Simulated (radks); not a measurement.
Species: As8+. Configuration: [Ar] 3d7. All-electron calculation, Dirac Kohn-Sham, exchange-only PBE, spin-unpolarised, spherical densities, finite nucleus; open shells fill j = l - 1/2 first; Fermi nuclear charge, rms radius 4.0968 fm. Program: a radial shooting solver on a logarithmic mesh with Libxc functionals.

Normalised radial functions P(r) = r R(r) (large component), r in bohr:

```
   r/bohr * 2p1/2 (the largest magnitude, 2.32, reaches the edge; | marks zero)
 0.002236 *
 0.002888 *
 0.003701 *
 0.004781 |*
 0.006176 |*
 0.007978 | *
  0.01031 |  *
  0.01331 |   *
  0.01706 |     *
  0.02204 |        *
  0.02846 |            *
  0.03677 |                  *
   0.0475 |                          *
  0.06135 |                                  *
  0.07925 |                                           *
   0.1016 |                                                   *
   0.1312 |                                                      *
   0.1695 |                                                   *
   0.2189 |                                          *
   0.2828 |                             *
   0.3653 |               *
   0.4681 |      *
   0.6046 | *
    0.781 *
    1.009 *
    1.303 *
    1.684 *
    2.157 *
    2.787 *
      3.6 *
     4.65 *
```

2p1/2: eigenvalue -1503.0 eV, 0 radial nodes, <r> = 0.175 bohr, 90 % of the charge inside 0.286 bohr.
